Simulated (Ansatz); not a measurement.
Cl2Ge (`[Cl][Ge][Cl]`). Charge 0, multiplicity 1.

What are the harmonic wavenumbers in cm⁻¹ at PBE0-D4/def2-TZVP (Ansatz, finite differences of forces, unscaled)? (Best estimate.)

Computed: 158, 388, 409.

Is this a minimum?

Yes, all 3 modes are real.

Give the ideal-gas thermochemistry at 298.15 K and 1 bar (rigid rotor, harmonic oscillator; point group C2v, symmetry number 2).

Zero-point energy 5.7 kJ/mol; H(298) − E = 18.9 kJ/mol; entropy 295.4 J/(mol·K), of which translation 170.8, rotation 105.7, vibration 18.9; G(298) − E = -69.1 kJ/mol.

And at 400, 500, 600, 800 and 1000 K?


| T (K) | H − E (kJ/mol) | S (J/mol/K) | G − E (kJ/mol) |
| --- | --- | --- | --- |
| 400 | 24.5 | 311.4 | -100.1 |
| 500 | 30.1 | 323.9 | -131.9 |
| 600 | 35.7 | 334.2 | -164.8 |
| 800 | 47.2 | 350.6 | -233.3 |
| 1000 | 58.7 | 363.5 | -304.8 |
